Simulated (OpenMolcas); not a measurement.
**Re4+: effect of the metal basis**

Re4+ with 6 ligands (fluoride) in octahedral coordination (Oh) at 1.94 Å. A charge of +0.333 e stands 2.4 Å behind each ligand.

```json
{
 "Program": "OpenMolcas",
 "Method": "SS-CASPT2, IPEA 0.25 Eh, imaginary shift 0.1 Eh (closed shells correlated: 5s 5p and the ligand valence shells)",
 "Spin-orbit coupling": "state interaction with AMFI integrals over the reference wave functions"
}
```

Fixed: ligand basis ANO-RCC-VDZP, active space 3 electrons in 5 orbitals (5d), DKH2 Hamiltonian.

States (labels of O, the rotations of Oh). Energies in cm-1 above the lowest state or level, χT in cm3 K/mol.

```json
{"Run": "A", "Metal basis": "ANO-RCC-VDZP", "Ground state": "4A2", "First state of that spin": "4T2 35640", "First gap with spin-orbit (degeneracies)": "10880 (4, 4)", "χT at 300 K": "1.381", "First state of another spin": "2E 11860", "Cost": "roughly 2.6 core-minutes"}
{"Run": "B", "Metal basis": "ANO-RCC-VTZP", "Ground state": "4A2", "First state of that spin": "4T2 35780", "First gap with spin-orbit (degeneracies)": "10020 (4, 4)", "χT at 300 K": "1.382", "First state of another spin": "2T1 10940", "Cost": "roughly 6 core-minutes"}
```

Against A, the first state of the same spin changes by +0.4 % in B.

Costs are those of the CASPT2 steps.

Roots that are degenerate in the reference are averaged as groups; the widest CASPT2 spread within a group is 970 cm-1 (the 3-fold group of multiplicity 2 near 81700 cm-1 above the lowest state of its run, B). Shifts and gaps below about the spread of the groups concerned are not significant. Over all roots computed the reference weight is 0.70 to 0.72 in A, 0.70 to 0.71 in B; a low but even weight reflects the number of correlated electrons. Ligand-to-metal charge-transfer states are missing. With no ligand orbital active B as a rule stays too high, so bands that hang on it stand too high and its fall with covalency is understated. With one d shell and no ligand orbital active, 10Dq can be off by a tenth or more. The least metal-like active orbital is 76 % on the metal (Löwdin) and no ligand orbital is active, so the numbers are rough (holds for A). The least metal-like active orbital is 77 % on the metal (Löwdin) and no ligand orbital is active, so the numbers are rough (holds for B). No measured value stands beside these numbers; the geometry is a model, was not optimised and need not be the one that this ion takes.
